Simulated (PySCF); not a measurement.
RbF, SMILES [F][Rb].

Geometry: B3LYP-D3(BJ)/def2-TZVPD. The def2 effective core potentials stand for the cores of Rb; spin–orbit coupling is left out.

Two levels are set side by side: TDDFT-PBE/def2-TZVPD (PySCF) and TDDFT-CAM-B3LYP/def2-TZVPD (PySCF). Vertical, same geometry. The lowest singlet is HOMO−1→LUMO 100 % with PBE and HOMO−2→LUMO 87 % with the other functional; states are paired by order. Differences are taken from unrounded values.

```
quantity                              TDDFT-CAM-B3LYP  TDDFT-PBE  TDDFT-PBE minus TDDFT-CAM-B3LYP
------------------------------------  ---------------  ---------  -------------------------------
lowest singlet excitation (eV)                   4.65       2.87                            -1.78
lowest triplet excitation (TDA) (eV)             4.56       2.73                            -1.84
```

Functionals without exact exchange tend to place singlet excitations lower, as here. Differences between two approximate levels are no errors against the true value.

Rough cost on one machine, each run with all the roots and properties that it gave: TDDFT-CAM-B3LYP against TDDFT-PBE about 3 times.
